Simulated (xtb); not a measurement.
xtb input (GFN-FF):

```bash
xtb mol.xyz --gfnff --opt tight --chrg 0 --uhf 0
```
mol.xyz:
```
12

C      0.23396935     1.85958413     1.67396884
C      0.10931493     0.86883310     0.78211011
Si    -1.58975331     0.39730889     0.18941970
Cl    -1.61099391     0.40830594    -1.88136689
Si     1.64043460     0.00550505     0.17318717
Cl     1.40595983    -2.03791307     0.41441978
H      1.19575773     2.15823386     2.08350585
H     -0.61919255     2.42429574     2.04161635
H     -2.57408318     1.38544869     0.67766830
H     -1.95969745    -0.96488188     0.61562254
H      2.80442269     0.44528550     0.97033027
H      1.86912840     0.24504072    -1.26361241
```

Output:

```
           -------------------------------------------------
          |                Calculation Setup                |
           -------------------------------------------------

          ==================== Thresholds ====================
          CN  :   150.00000
          rep :   500.00000
          disp:  2500.00000
          HB1 :   250.00000
          HB2 :   450.00000

          Pauling EN used:
          Z : 1  EN :  2.20
          Z : 6  EN :  2.55
          Z :14  EN :  1.90
          Z :17  EN :  3.16
          electric field strengths (au): 0.000

           -------------------------------------------------
          |           Force Field Initialization            |
           -------------------------------------------------

          distances ...
          ----------------------------------------
          generating topology and atomic info file ...
          pair mat ...
          computing topology distances matrix with Floyd-Warshall algo ...
          making topology EEQ charges ...
          #fragments for EEQ constrain: 1
          ----------------------------------------
          generating topology and atomic info file ...
          pair mat ...
          computing topology distances matrix with Floyd-Warshall algo ...
          making topology EEQ charges ...
          #fragments for EEQ constrain: 1
          rings ...
          # BATM   74
          # H in HB   6
          doing iterative Hueckel for 1 subsystem(s) ...

  atom   neighbors  erfCN metchar sp-hybrid imet pi  qest     coordinates
    1  C       3    2.85   0.00         2    0    1  -0.053    0.442138    3.514105    3.163343
    2  C       3    2.78   0.00         2    0    1  -0.044    0.206575    1.641857    1.477974
    3  Si      4    3.51   0.06         3    0    0   0.136   -3.004198    0.750805    0.357951
    4  Cl      1    0.97   0.00         0    0    0  -0.172   -3.044337    0.771586   -3.555268
    5  Si      4    3.51   0.06         3    0    0   0.136    3.099972    0.010403    0.327276
    6  Cl      1    0.97   0.00         0    0    0  -0.172    2.656879   -3.851098    0.783140
    7  H       1    0.97   0.00         0    0    0   0.053    2.259655    4.078471    3.937255
    8  H       1    0.97   0.00         0    0    0   0.053   -1.170104    4.581255    3.858096
    9  H       1    0.96   0.01         0    0    0   0.016   -4.864312    2.618119    1.280607
   10  H       1    0.96   0.01         0    0    0   0.016   -3.703291   -1.823362    1.163358
   11  H       1    0.96   0.01         0    0    0   0.016    5.299591    0.841468    1.833658
   12  H       1    0.96   0.01         0    0    0   0.016    3.532141    0.463060   -2.387881

          #atoms :   12
          #bonds :   11
          #angl  :   18
          #tors  :   18
          #nmol  :   1
          #optfrag :   1
[...]
H           -0.61955043509113        2.43073282685680        2.10879789744771
H           -2.62851857163324        1.28757596463294        0.58722208337525
H           -1.81703509271958       -1.01175172603747        0.56153260876936
H            2.83320890666942        0.33929904079164        0.87726563500991
H            1.71577160360047        0.20691127381611       -1.28603752532059

 Bond Distances (Angstroems)
 ---------------------------
C1-C2=1.3097         C1-H7=1.0729         C1-H8=1.0729         C2-C1=1.3097         C2-Si3=1.8491        C2-Si5=1.8491
Si3-C2=1.8491        Si3-Cl4=2.0878       Si3-H9=1.4717        Si3-H10=1.4715       Cl4-Si3=2.0878       Si5-C2=1.8491
Si5-Cl6=2.0878       Si5-H11=1.4717       Si5-H12=1.4715       Cl6-Si5=2.0878       H7-C1=1.0729         H8-C1=1.0729
H9-Si3=1.4717        H10-Si3=1.4715       H11-Si5=1.4717       H12-Si5=1.4715
 C  H  Rav=1.0729 sigma=0.0000  Rmin=1.0729  Rmax=1.0729     2
 C  C  Rav=1.3097 sigma=0.0000  Rmin=1.3097  Rmax=1.3097     1
 Si H  Rav=1.4716 sigma=0.0001  Rmin=1.4715  Rmax=1.4717     4
 Si C  Rav=1.8491 sigma=0.0000  Rmin=1.8491  Rmax=1.8491     2
 Cl Si Rav=2.0878 sigma=0.0000  Rmin=2.0878  Rmax=2.0878     2

 selected bond angles (degree)
 --------------------
H7-C1-C2=121.13                H8-C1-C2=121.13                H8-C1-H7=117.73                Si3-C2-C1=122.43
Si5-C2-C1=122.43               Si5-C2-Si3=115.15              Cl4-Si3-C2=108.29              H9-Si3-C2=113.28
H9-Si3-Cl4=105.14              H10-Si3-C2=112.60              H10-Si3-Cl4=104.93             H10-Si3-H9=111.89
Cl6-Si5-C2=108.29              H11-Si5-C2=113.28              H11-Si5-Cl6=105.14             H12-Si5-C2=112.60
H12-Si5-Cl6=104.93             H12-Si5-H11=111.89

 selected dihedral angles (degree)
 ---------------------------------
Si3-C2-C1-H7=179.95           Si3-C2-C1-H8=359.95           Si5-C2-C1-H7=359.95           Si5-C2-C1-H8=179.95
Cl4-Si3-C2-C1=126.89          Cl4-Si3-C2-Si5=306.89         H9-Si3-C2-C1= 10.67           H9-Si3-C2-Si5=190.67
H10-Si3-C2-C1=242.45          H10-Si3-C2-Si5= 62.45         Cl6-Si5-C2-C1=126.89          Cl6-Si5-C2-Si3=306.89
H11-Si5-C2-C1= 10.67          H11-Si5-C2-Si3=190.67         H12-Si5-C2-C1=242.45          H12-Si5-C2-Si3= 62.45
           -------------------------------------------------
          |                Final Singlepoint                |
           -------------------------------------------------
         :::::::::::::::::::::::::::::::::::::::::::::::::::::
         ::                     SUMMARY                     ::
         :::::::::::::::::::::::::::::::::::::::::::::::::::::
         :: total energy              -1.372445182241 Eh    ::
         :: gradient norm              0.000184763369 Eh/a0 ::
         ::.................................................::
         :: bond energy               -1.448729821670 Eh    ::
         :: angle energy               0.031911785014 Eh    ::
         :: torsion energy             0.000185747731 Eh    ::
         :: repulsion energy           0.071651386640 Eh    ::
         :: electrostat energy        -0.017975031217 Eh    ::
         :: dispersion energy         -0.009017131569 Eh    ::
         :: HB energy                 -0.000000599946 Eh    ::
         :: XB energy                  0.000000000000 Eh    ::
         :: bonded atm energy         -0.000471517224 Eh    ::
         :: external energy            0.000000000000 Eh    ::
         :: add. restraining           0.000000000000 Eh    ::
         :: total charge              -0.000000000000 e     ::
         :::::::::::::::::::::::::::::::::::::::::::::::::::::

           -------------------------------------------------
          |                Property Printout                |
           -------------------------------------------------

molecular dipole:
                 x           y           z       tot (Debye)
 q only:        0.105       0.836       0.753       2.873
           -------------------------------------------------
          |                Geometry Summary                 |
           -------------------------------------------------

      molecular mass/u    :      157.1459889
   center of mass at/Å    :       -0.0031497      -0.0250340      -0.0225352
  moments of inertia/u·Å² :        0.2799854E+03   0.4954859E+03   0.6323357E+03
Note: The following floating-point exceptions are signalling: IEEE_UNDERFLOW_FLAG IEEE_DENORMAL
normal termination of xtb
rotational constants/cm⁻¹ :        0.6020898E-01   0.3402243E-01   0.2665931E-01

 * 11 selected distances

     #   Z          #   Z                                           value/Å
     1   6 C        2   6 C                                       1.3096920
     2   6 C        3  14 Si                                      1.8491217
     3  14 Si       4  17 Cl                                      2.0877994
     2   6 C        5  14 Si                                      1.8491217
     5  14 Si       6  17 Cl                                      2.0877994 (max)
     1   6 C        7   1 H                                       1.0728509
     1   6 C        8   1 H                                       1.0728509 (min)
     3  14 Si       9   1 H                                       1.4717292
     3  14 Si      10   1 H                                       1.4715313
     5  14 Si      11   1 H                                       1.4717292
     5  14 Si      12   1 H                                       1.4715313

 * 5 distinct bonds (by element types)

   Z      Z             #   av. dist./Å        max./Å        min./Å
   1 H    6 C           2     1.0728509     1.0728509     1.0728509
   6 C    6 C           1     1.3096920     1.3096920     1.3096920
   1 H   14 Si          4     1.4716302     1.4717292     1.4715313
   6 C   14 Si          2     1.8491217     1.8491217     1.8491217
  14 Si  17 Cl          2     2.0877994     2.0877994     2.0877994

optimized geometry written to: xtbopt.xyz

           -------------------------------------------------
          | TOTAL ENERGY               -1.372445182241 Eh   |
          | GRADIENT NORM               0.000184763369 Eh/α |
           -------------------------------------------------
########################################################################
[WARNING] Runtime exception occurred
-1- gfnff_setup: Could not read topology file.
########################################################################

------------------------------------------------------------------------
------------------------------------------------------------------------
 total:
 SCF:
 ANC optimizer:
```
